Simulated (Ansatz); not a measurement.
Ansatz (a first-principles code) input (CCSD(T)/aug-cc-pV(Q+d)Z):
A basis named .json is the Basis Set Exchange file of that set.

Ansatz 0.2 input:
```yaml
crystal:
  periodic: [false, false, false]
  atoms:
    - {symbol: C, position_ang: [-1.69173593, 0.42004241, 0.04354986]}
    - {symbol: C, position_ang: [-0.57242038, -0.54087570, -0.37643425]}
    - {symbol: Si, position_ang: [1.14325088, 0.02544323, 0.14771334]}
    - {symbol: H, position_ang: [-2.67078774, 0.05853436, -0.27751250]}
    - {symbol: H, position_ang: [-1.72509765, 0.54115207, 1.12840267]}
    - {symbol: H, position_ang: [-1.54811848, 1.41150137, -0.39127115]}
    - {symbol: H, position_ang: [-0.74895705, -1.53474726, 0.04598532]}
    - {symbol: H, position_ang: [-0.57322546, -0.67053338, -1.46297575]}
    - {symbol: H, position_ang: [1.45450011, 1.34800386, -0.45049762]}
    - {symbol: H, position_ang: [1.21284215, 0.15957680, 1.62455602]}
    - {symbol: H, position_ang: [2.17826974, -0.94469323, -0.28736740]}
basis:
  gaussian:
    orbitals: aug-cc-pV_Q+d_Z.json
magnetization: {spin_polarized: false}
correlation: {method: ccsd_t, electrons: outside_noble_gas}
```

End of the output:

```
mean field -10051.28491746 eV, -369.3779077109 hartree, gradient 2.3e-6 eV, S^2 0.000000; 0 other end points of the search recorded, 0 dependent functions left out
7 core orbitals not correlated
reference -10051.28491746 eV, -369.3779077109 hartree; 10, 10 occupied and 600, 600 virtual orbitals, 3621 factors
second order -14.34772703 eV of doubles, -0.00000000 eV of singles
coupled cluster: 178.79 GiB planned
cycle   1  -15.02958685 eV  change   -6.8e-1 eV  update   7.6e-2
cycle   2  -15.44693322 eV  change   -4.2e-1 eV  update   2.3e-2
cycle   3  -15.49121099 eV  change   -4.4e-2 eV  update   8.0e-3
cycle   4  -15.48704396 eV  change    4.2e-3 eV  update   2.2e-3
cycle   5  -15.48711087 eV  change   -6.7e-5 eV  update   7.3e-4
cycle   6  -15.48709939 eV  change    1.1e-5 eV  update   2.4e-4
cycle   7  -15.48698773 eV  change    1.1e-4 eV  update   7.3e-5
cycle   8  -15.48699055 eV  change   -2.8e-6 eV  update   2.4e-5
perturbative correction -0.57384415 eV, -0.0210883836 hartree
Total energy: -10067.34575215 eV, -369.9681324997 hartree
```
